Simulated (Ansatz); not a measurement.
Molecule: sum formula SiBrF, charge -1, multiplicity 2. 
Coordinates optimised at B3LYP-D3(BJ)/def2-TZVP (Ansatz, a quantum-chemistry and plane-wave program):
```xyz
3

Si    -0.6947     0.7032     1.1285
Br     0.6801    -0.6832    -0.4460
F     -1.5644     1.5630    -0.0209
```
Charge -1, spin multiplicity 2.

Parts of the frozen-core correlation energy in STO-3G (Ansatz, hartree). Frozen orbitals: 20; correlated occupied orbitals by spin: 10 and 9; virtual: 2 and 3. Open shells are spin-unrestricted. Spin-orbit coupling is left out. No relativistic terms.

```json
[
 {"term": "reference (HF)", "value": "-2928.17881"},
 {"term": "MP2 opposite-spin", "value": "?"},
 {"term": "MP2 same-spin", "value": "-0.00495"},
 {"term": "CCSD correlation", "value": "?"},
 {"term": "(T)", "value": "?"},
 {"term": "T1 diagnostic", "value": "0.013"},
 {"term": "largest doubles amplitude", "value": "0.075"},
 {"term": "<S^2> of the reference", "value": "0.754"}
]
```

Task: Fill in the missing entries.

Result: 
- MP2 opposite-spin, value: -0.02900
- CCSD correlation, value: -0.04341
- (T), value: -0.00252
